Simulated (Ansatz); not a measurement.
Reaction (redistribution): `C[SiH2][SiH2]Br` + `N[SiH]([AsH2])C=O` → `C[SiH2][SiH2][AsH2]` + `N[SiH](Br)C=O`

Isolated molecules relaxed with PBE0-D4/def2-TZVP in Ansatz; ΔE leaves out vibrations. CBS: MP2 limit from def2 TZ/QZ plus the TZ coupled-cluster correction, frozen cores. Functionals use def2-TZVPP. For As, Br outer-core shells are correlated without core-valence functions, which leaves a few kJ/mol of doubt a bond. Scalar relativity is left out up to krypton. One conformer a species, not always the lowest.

```csv
species,PBE energy (Eh)
`C[SiH2][SiH2]Br`,-3194.78787
`N[SiH]([AsH2])C=O`,-2696.47159
`C[SiH2][SiH2][AsH2]`,-2857.71615
`N[SiH](Br)C=O`,-3033.55063
```

Problem. Work out ΔE.

Solution. ΔE = (-2857.71615) + (-3033.55063) − (-3194.78787) − (-2696.47159) = -0.00732 Eh = -0.20 eV. CCSD(T)/CBS gives -0.19 eV.

Largest T1 diagnostic among the species: 0.013.
